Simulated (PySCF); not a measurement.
PySCF input file for C4H7FSi, SMILES [SiH2](C(F)=C=C)C, PBE0/pcSseg-1. The structure is a stationary point at r2SCAN-D4/def2-SVP. This is a generated structure with no PubChem entry under its InChIKey; it may be hypothetical. Other conformers were not sampled.

```python
import numpy as np
from pyscf import gto, scf, dft
from pyscf.prop.nmr import rks as nmr

mol = gto.M(
    atom='''
    C     2.89286483    0.25126204    0.50804012
    C     1.69809086    0.05291127    0.00664545
    C     0.46825782   -0.15376594   -0.41364786
    F     0.18286458   -0.16775880   -1.75197895
    Si   -1.04536581   -0.43759196    0.67415501
    C    -2.35808627    0.82488110    0.22989409
    H     3.25535629    1.25974326    0.74522958
    H     3.57930860   -0.58337797    0.70022434
    H    -0.60705232   -0.33210600    2.09651931
    H    -1.55657572   -1.81840751    0.41279489
    H    -2.02339086    1.84555783    0.47196228
    H    -2.56576871    0.78136917   -0.85101428
    H    -3.29930080    0.63160688    0.76833370
    ''',
    basis='pcSseg-1',
    charge=0,
    spin=0,
    max_memory=1600,
    verbose=3,
)
mf = dft.RKS(mol, xc='pbe0')
mf.grids.level = 3
mf.conv_tol = 1e-10
mf.max_cycle = 100
mf.kernel()
n = nmr.NMR(mf)
n.verbose = 2
n.max_cycle_cphf = 60
sigma = n.kernel()
print('atom   isotropic/ppm   span/ppm')
for i, s in enumerate(sigma):
    w = np.linalg.eigvalsh((s + s.T) / 2)
    print(f'{mol.atom_symbol(i):2s}{i + 1:3d} {w.mean():14.3f} {w[2] - w[0]:11.3f}')
```

Program output:

```
converged SCF energy = -545.456998948992
atom   isotropic/ppm   span/ppm
C   1         90.137     162.322
C   2        -36.615      44.356
C   3         39.200     105.851
F   4        348.018     143.853
Si  5        394.010      64.690
C   6        191.754      12.241
H   7         25.620       4.758
H   8         25.628       4.798
H   9         27.049       7.739
H  10         26.634       7.975
H  11         30.874      11.175
H  12         30.573      11.061
H  13         31.031      12.170
```

The run converged.

Cost: about 40 core-seconds (a rough figure).
